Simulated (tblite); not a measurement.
C2H8GeOS.
Structure used (GFN2-xTB), in Å, numbered top down from 1:
```
atom  x, y, z in Å
C1    -2.001   -0.514    0.050
O2    -1.182    0.558    0.465
Ge3    0.018    1.403   -0.513
S4     1.537   -0.035   -1.242
C5     2.028   -0.753    0.366
H6    -2.772   -0.174   -0.646
H7    -2.481   -0.916    0.944
H8    -1.421   -1.305   -0.432
H9     0.492    2.352    0.553
H10   -0.619    2.085   -1.706
H11    2.535   -0.002    0.964
H12    1.153   -1.129    0.888
H13    2.708   -1.569    0.142
```

Computed values, GFN2-xTB/tblite, gas phase, harmonic and unscaled. The method is semi-empirical: single wavenumbers can be off by several per cent or more. Modes of hydrogen on germanium can be 10 to 20 % off. One conformer, not necessarily the lowest.

Harmonic wavenumbers (cm⁻¹): 53.9, 69.3, 83.2, 101.2, 137.5, 176.8, 244.4, 375.9, 437.1, 478.5, 611.9, 671.0, 710.3, 753.0, 946.3, 952.9, 1054.9, 1133.7, 1141.2, 1319.8, 1415.8, 1442.9, 1452.1, 1478.8, 1487.1, 1856.2, 1966.8, 2927.3, 2951.1, 2980.0, 3018.6, 3025.0, 3059.8.

A = 3347, B = 1833, C = 1419 MHz; mass 153.951 u (most abundant isotopes); point group C1, symmetry number 1.

**Question.** What is the zero-point energy?

**Answer.** Half the sum of the wavenumbers: 20257 cm⁻¹ = 57.92 kcal/mol.

**Question.** What is S at 298.15 K and 1 bar for an ideal gas of classical rigid rotors and harmonic oscillators?

**Answer.** Translation 41.03, rotation 28.00, vibration 27.49: S = 96.5 cal/(mol K).

**Question.** And Cp and H(298.15 K) − H(0)?

**Answer.** Cp = 31.31 cal/(mol K), of which vibrations give 23.36 (their classical limit is 33 R = 65.6); H(298.15 K) − H(0) = 6.39 kcal/mol without the zero-point energy, 4.02 from vibrations.

**Question.** Blend soft modes into free rotors: weight 1/[1 + (100 cm⁻¹/ν̃)⁴] for the oscillator and the rest for a rotor with moment μB/(μ + B), μ = h/(8π²ν), B = 10⁻⁴⁴ kg m². What vibrational entropy results?

**Answer.** 24.74 cal/(mol K) in place of 27.49, which changes −T·S at 298.15 K by +0.82 kcal/mol.

**Question.** What must be added to the electronic energy to get the Gibbs energy at 298.15 K and 1 bar?

**Answer.** ZPE + [H(298.15 K) − H(0)] − T·S = 57.92 + 6.39 − 28.78 = 35.53 kcal/mol.

**Question.** Which modes carry the vibrational entropy at 298.15 K?

**Answer.** 53.9 cm⁻¹: 4.67; 69.3 cm⁻¹: 4.17; 83.2 cm⁻¹: 3.81; 101.2 cm⁻¹: 3.43; 137.5 cm⁻¹: 2.84; 176.8 cm⁻¹: 2.36 cal/(mol K); the other 27 give 6.20 together.

Hindered rotation and anharmonicity are outside this model. Other conformers, if any are populated, would add a mixing term that is left out. The structure is chiral; the term R ln 2 for an equal mix with its mirror image is left out.
